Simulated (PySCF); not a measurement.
1,1,2,2-tetrafluoroethane (C₂H₂F₄), SMILES C(F)(C(F)F)F. Atoms are numbered in the order given.

```xyz
8

F     -1.3622     0.0903     1.0986
C     -0.6916    -0.3214     0.0000
F     -1.3622     0.0903    -1.0986
C      0.6916     0.3214     0.0000
F      1.3622    -0.0903    -1.0986
F      1.3622    -0.0903     1.0986
H     -0.6194    -1.4235     0.0000
H      0.6194     1.4235     0.0000
```

Geometry: B3LYP-D3(BJ)/def2-SVP. One conformer was computed; it need not be the lowest.

Level of theory: PBE/def2-TZVP (PySCF).

Symmetry labels are those of the subgroup C2h that the program uses (full group C2h).

Computed valence orbital energies around the gap with their symmetry:
```
orbital  symmetry  energy (eV)
-------  --------  -----------
HOMO−7         Bu       -11.13
HOMO−6         Au       -10.64
HOMO−5         Bg       -10.53
HOMO−4         Ag       -10.38
HOMO−3         Au       -10.15
HOMO−2         Bg        -9.75
HOMO−1         Bu        -9.51
HOMO           Ag        -8.07
LUMO           Au         0.40
LUMO+1         Bu         0.50
LUMO+2         Ag         1.30
LUMO+3         Bu         1.42
```
